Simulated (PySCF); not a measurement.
## Radial density of Be⁺ (beryllium, charge +1)

UHF, [He] 2s1, 2S determinant. All numbers are calculated (PySCF 2.14, no relativity, point nucleus, in aug-cc-pVTZ (5s4p3d2f, 46 functions)).

```tsv
r (bohr)	4πr²ρ (e/bohr)	4πr²(ρα − ρβ)
0.00547	0.01259	0.0003
0.00920	0.03468	0.0009
0.0155	0.09312	0.0025
0.0260	0.2425	0.0064
0.0438	0.5955	0.0157
0.0736	1.332	0.0345
0.124	2.545	0.0634
0.208	3.759	0.0834
0.350	3.654	0.0519
0.589	1.806	-0.0025
0.991	0.4502	0.1455
1.67	0.4692	0.4607
2.80	0.2991	0.2990
4.72	0.02658	0.0266
7.93	0.0001032	0.0001
```

Task: Where is the radial spin density 4πr²(ρα − ρβ) most negative, and why is it negative at all?

Result: Around r = 0.589 bohr, down to -0.0025 e/bohr: exchange with the open shell polarises the paired shells in an unrestricted calculation.
